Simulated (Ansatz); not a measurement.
One change: `N[SiH](O)F` becomes `N[SiH2]O[SiH](N)F`.

Ansatz, PBE0-D4/def2-TZVP geometries, multiplicity 1. Each molecule was computed in one conformer, which needn't be the lowest.

| property | `N[SiH](O)F` |
| --- | --- |
| HOMO energy (ωB97M-V/def2-TZVPP) / eV | -10.35 |
| size of the dipole moment (PBE/def2-TZVPP) / D | 2.51 |
| LUMO energy (ωB97M-V/def2-TZVPP) / eV | 2.19 |
| HOMO–LUMO gap (ωB97M-V/def2-TZVPP) / eV | 12.54 |
| LUMO energy (B3LYP/def2-TZVPP) / eV | 0.39 |
| LUMO energy (PBE/def2-TZVPP) / eV | -0.08 |

Q: What does the change do to each property? (An estimate is asked.)

A: Ansatz gave: 
```json
{"property": "HOMO energy (ωB97M-V/def2-TZVPP) / eV", "`N[SiH2]O[SiH](N)F`": "-10.25", "shift": "0.10"}
{"property": "size of the dipole moment (PBE/def2-TZVPP) / D", "`N[SiH2]O[SiH](N)F`": "3.34", "shift": "0.83"}
{"property": "LUMO energy (ωB97M-V/def2-TZVPP) / eV", "`N[SiH2]O[SiH](N)F`": "1.90", "shift": "-0.29"}
{"property": "HOMO–LUMO gap (ωB97M-V/def2-TZVPP) / eV", "`N[SiH2]O[SiH](N)F`": "12.15", "shift": "-0.39"}
{"property": "LUMO energy (B3LYP/def2-TZVPP) / eV", "`N[SiH2]O[SiH](N)F`": "0.15", "shift": "-0.24"}
{"property": "LUMO energy (PBE/def2-TZVPP) / eV", "`N[SiH2]O[SiH](N)F`": "-0.36", "shift": "-0.28"}
```

With PBE0 the HOMO rises by 0.14 eV and the LUMO falls by 0.31 eV, so the gap narrows by about 0.45 eV. PBE moves the HOMO by 0.17 eV and ωB97M-V by 0.10 eV. Dipoles are sizes alone; their direction can turn.

B3LYP here is the variant with VWN-RPA as its local correlation; programs differ in this.
